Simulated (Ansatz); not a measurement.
`C=C[SiH](F)S[SiH2]Cl` and `C=C[SiH](F)N[SiH2]Cl` differ in one atom or group.

Ansatz, PBE0-D4/def2-TZVP geometries, multiplicity 1. Each molecule was computed in one conformer, which needn't be the lowest.

```json
{"property": "HOMO energy (ωB97M-V/def2-TZVPP) / eV", "`C=C[SiH](F)S[SiH2]Cl`": "-10.19"}
{"property": "HOMO energy (B3LYP/def2-TZVPP) / eV", "`C=C[SiH](F)S[SiH2]Cl`": "-7.76"}
{"property": "LUMO energy (PBE/def2-TZVPP) / eV", "`C=C[SiH](F)S[SiH2]Cl`": "-2.07"}
{"property": "size of the dipole moment (ωB97M-V/def2-TZVPP) / D", "`C=C[SiH](F)S[SiH2]Cl`": "1.21"}
{"property": "HOMO–LUMO gap (PBE/def2-TZVPP) / eV", "`C=C[SiH](F)S[SiH2]Cl`": "4.77"}
{"property": "HOMO–LUMO gap (B3LYP/def2-TZVPP) / eV", "`C=C[SiH](F)S[SiH2]Cl`": "6.47"}
```

Question: Give the same properties after the change, and the shifts. (Best estimate.)

Answer: The calculation gave: 
```json
{"property": "HOMO energy (ωB97M-V/def2-TZVPP) / eV", "`C=C[SiH](F)N[SiH2]Cl`": "-10.52", "shift": "-0.33"}
{"property": "HOMO energy (B3LYP/def2-TZVPP) / eV", "`C=C[SiH](F)N[SiH2]Cl`": "-8.02", "shift": "-0.26"}
{"property": "LUMO energy (PBE/def2-TZVPP) / eV", "`C=C[SiH](F)N[SiH2]Cl`": "-1.93", "shift": "0.14"}
{"property": "size of the dipole moment (ωB97M-V/def2-TZVPP) / D", "`C=C[SiH](F)N[SiH2]Cl`": "0.38", "shift": "-0.83"}
{"property": "HOMO–LUMO gap (PBE/def2-TZVPP) / eV", "`C=C[SiH](F)N[SiH2]Cl`": "5.07", "shift": "0.30"}
{"property": "HOMO–LUMO gap (B3LYP/def2-TZVPP) / eV", "`C=C[SiH](F)N[SiH2]Cl`": "6.86", "shift": "0.39"}
```

With PBE0 the HOMO falls by 0.24 eV and the LUMO rises by 0.15 eV, so the gap widens by about 0.39 eV. PBE moves the HOMO by -0.16 eV and ωB97M-V by -0.33 eV. Dipoles are sizes alone; their direction can turn.

B3LYP here is the variant with VWN-RPA as its local correlation; programs differ in this.
